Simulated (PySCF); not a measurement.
# Frontier levels across methods

Compound: C4H7FSi.
Z-matrix (Å and degrees, PBE0-D3(BJ)/def2-SVP geometry), rows numbered from 1:
```
F 
C   1  1.3340
C   2  1.3281  1  122.28
C   3  1.5231  2  128.95  1    -0.42
C   4  1.5603  3  100.85  2  -179.39
Si  3  1.8713  2  139.30  1  -180.00
H   2  1.0947  1  112.19  3   179.87
H   4  1.1033  3  112.03  2   -59.21
H   4  1.1032  3  112.14  2    60.42
H   5  1.0995  4  113.74  3   117.41
H   5  1.0994  4  113.85  3  -118.37
H   6  1.4970  3  116.85  2   -65.87
H   6  1.4968  3  117.26  2    64.42
```

Basis pcSseg-1 throughout (PySCF), one geometry. Isolated species at its PBE0-D3(BJ)/def2-SVP geometry, gas phase.

How do the orbital energies, the gap and the dipole change with the method?

```json
{"method": "BLYP", "kind": "GGA", "HOMO (eV)": "-5.86", "LUMO (eV)": "-1.12", "gap (eV)": "4.74", "μ (D)": "0.89", "SCF cycles": "15"}
{"method": "B97-D", "kind": "GGA", "HOMO (eV)": "-5.98", "LUMO (eV)": "-1.17", "gap (eV)": "4.81", "μ (D)": "0.92", "SCF cycles": "15"}
{"method": "OPBE", "kind": "GGA", "HOMO (eV)": "-5.99", "LUMO (eV)": "-1.20", "gap (eV)": "4.79", "μ (D)": "0.80", "SCF cycles": "16"}
{"method": "PBE", "kind": "GGA", "HOMO (eV)": "-6.01", "LUMO (eV)": "-1.27", "gap (eV)": "4.73", "μ (D)": "0.84", "SCF cycles": "15"}
{"method": "KT2", "kind": "GGA", "HOMO (eV)": "-6.04", "LUMO (eV)": "-1.28", "gap (eV)": "4.76", "μ (D)": "0.91", "SCF cycles": "16"}
{"method": "KT3", "kind": "GGA", "HOMO (eV)": "-6.05", "LUMO (eV)": "-1.26", "gap (eV)": "4.79", "μ (D)": "0.89", "SCF cycles": "16"}
{"method": "BP86", "kind": "GGA", "HOMO (eV)": "-6.11", "LUMO (eV)": "-1.36", "gap (eV)": "4.75", "μ (D)": "0.87", "SCF cycles": "15"}
{"method": "LDA", "kind": "LDA", "HOMO (eV)": "-6.15", "LUMO (eV)": "-1.47", "gap (eV)": "4.68", "μ (D)": "0.96", "SCF cycles": "15"}
{"method": "B97-2", "kind": "global hybrid", "HOMO (eV)": "-6.96", "LUMO (eV)": "-0.40", "gap (eV)": "6.56", "μ (D)": "1.06", "SCF cycles": "13"}
{"method": "B3LYP", "kind": "global hybrid", "HOMO (eV)": "-6.98", "LUMO (eV)": "-0.55", "gap (eV)": "6.43", "μ (D)": "1.07", "SCF cycles": "14"}
{"method": "PBE0", "kind": "global hybrid", "HOMO (eV)": "-7.21", "LUMO (eV)": "-0.36", "gap (eV)": "6.84", "μ (D)": "1.05", "SCF cycles": "14"}
{"method": "mPW1PW91", "kind": "global hybrid", "HOMO (eV)": "-7.24", "LUMO (eV)": "-0.38", "gap (eV)": "6.86", "μ (D)": "1.08", "SCF cycles": "14"}
{"method": "BHandHLYP", "kind": "global hybrid", "HOMO (eV)": "-8.25", "LUMO (eV)": "0.70", "gap (eV)": "8.95", "μ (D)": "1.28", "SCF cycles": "13"}
{"method": "CAM-B3LYP", "kind": "range-separated hybrid", "HOMO (eV)": "-8.51", "LUMO (eV)": "0.79", "gap (eV)": "9.30", "μ (D)": "1.17", "SCF cycles": "12"}
{"method": "wB97X-D", "kind": "range-separated hybrid", "HOMO (eV)": "-9.05", "LUMO (eV)": "1.43", "gap (eV)": "10.48", "μ (D)": "1.14", "SCF cycles": "13"}
{"method": "HF", "kind": "Hartree–Fock", "HOMO (eV)": "-9.80", "LUMO (eV)": "3.30", "gap (eV)": "13.11", "μ (D)": "1.44", "SCF cycles": "11"}
{"method": "LC-wPBE", "kind": "range-separated hybrid", "HOMO (eV)": "-9.86", "LUMO (eV)": "1.90", "gap (eV)": "11.75", "μ (D)": "1.15", "SCF cycles": "14"}
```

The HOMO spans 4.00 eV, from BLYP down to LC-wPBE, and the gap runs from 4.68 eV (LDA) to 13.11 eV (HF). Over the methods BLYP (0 %), B97-D (0 %), OPBE (0 %), PBE (0 %), KT2 (0 %), KT3 (0 %), BP86 (0 %), LDA (0 %), B97-2 (21 %), B3LYP (20 %), PBE0 (25 %), mPW1PW91 (25 %), BHandHLYP (50 %), HF (100 %), a straight line through the gap against the share of exact exchange rises by 0.84 eV for each 10 % (correlation coefficient 1.000). The dipole ranges from 0.80 D (OPBE) to 1.44 D (HF). This basis has no diffuse functions.
